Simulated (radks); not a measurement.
Results of a calculation; reference values are marked as such.
Charge is removed step by step from the 5s down level of the caesium ion Cs2+, starting from [Kr] 4d10 5s(up 1, down 1) 5p5. Level of theory: scalar-relativistic Kohn-Sham, PBE, spin-polarised, spherical densities, finite nucleus; open shells are filled with parallel spins first (spin-orbit coupling, left out, can overturn this in heavy ions); Fermi nuclear charge, rms radius 4.8041 fm (a radial shooting solver on a logarithmic mesh with Libxc functionals).

removed (e)  E - E(0) (eV)  eigenvalue (eV)  E minus straight line (eV)
0                    0.000          -42.212                       0.000
0.25                10.904          -45.042                      -1.075
0.5                 22.519          -47.903                      -1.438
0.75                34.852          -50.795                      -1.082
1                   47.912          -53.713                       0.000

Removing the whole electron costs 47.912 eV by Delta-SCF, against 42.212 eV from minus the eigenvalue at the starting occupation. Slater's transition state (half an electron removed) gives 47.903 eV. Integrating minus the eigenvalue over the occupation (Janak's theorem) gives 47.923 eV. In this scalar-relativistic scheme the density is built from large components alone, so the theorem holds only approximately. The mean slope of the eigenvalue, de/dn, is 11.5 eV per electron.
